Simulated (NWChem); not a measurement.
A series in which one site is exchanged, each optimised at PBE0/def2-SVP with NWChem, gas phase unless a solvent is named. Some are not confirmed as minima by frequencies. def2 effective core potentials on I; no spin-orbit coupling.

A: [GeH3][I] (GeH₃I; site = I)
B: [Cl][GeH3] (GeH3Cl; site = Cl)
C: [F][GeH3] (GeH3F; site = F)
D: [GeH4] (GeH$_{4}$; site = H)

Values for A:

```
Property                                                  Value
--------------------------------------------------------  -----
dipole (D), PBE0/def2-SVP                                  1.71
orbital gap (eV), PBE0/def2-SVP                            6.53
lowest singlet excitation, CAM-B3LYP/def2-SVPD, TDA (eV)   5.09
```

Problem. How do these values change for the other members?

Solution. 
| change from A | B | C | D |
|---|---|---|---|
| dipole (D), PBE0/def2-SVP | +0.25 | +0.40 | -1.71 |
| orbital gap (eV), PBE0/def2-SVP | +1.97 | +3.14 | +4.65 |
| lowest singlet excitation, CAM-B3LYP/def2-SVPD, TDA (eV) | +1.79 | +2.77 | +3.70 |
